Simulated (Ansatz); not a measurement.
**Abstraction of H: C2H6O + GaH2O → C2H5O + GaH2(OH)**

Species: C2H6O (ethanol) `CCO`, singlet; GaH2O `[O][GaH2]`, doublet; C2H5O (ethoxy radical) `CC[O]`, doublet; GaH2(OH), singlet. A radical takes H: the energy is the difference in strength between two O–H bonds in different surroundings.

Shapes, held fixed at every level: PBE0-D4/def2-TZVP. Flexible molecules stand in one conformer, not always the lowest. Programs: Ansatz 0.2.0. The zero-point and thermal change to 298 K, harmonic and unscaled (PBE0-D4/def2-TZVP), is -8.2 kJ/mol.

```tsv
level	kind	ΔH(298 K) (kJ/mol)	less CCSD(T)/def2-TZVPP
MP2/def2-TZVPP	perturbation theory	-50.0	-2.4
HF/def2-SVP	Hartree–Fock	-41.4	+6.2
B3LYP-D4/def2-TZVPP	global hybrid	-52.0	-4.4
BHLYP-D4/def2-TZVPP	global hybrid	-48.2	-0.6
PBE0-D4/def2-TZVPP	global hybrid	-53.4	-5.8
r2SCAN0-D4/def2-TZVPP	global hybrid	-52.6	-5.0
CCSD/def2-SVP	coupled cluster or CI	-45.7	+1.9
CCSD(T)/def2-TZVPP	coupled cluster or CI	-47.6	0.0
```

The highest level, CCSD(T)/def2-TZVPP, gives ΔH(298 K) = -47.6 kJ/mol; the levels span -53.4 to -41.4. The column of differences is taken from that level and isn't an error. No measured value is set beside it here. Open shells run unrestricted. Relativity is left out for Ga. Outer-core shells of Ga are correlated, in sets that cover them unevenly.
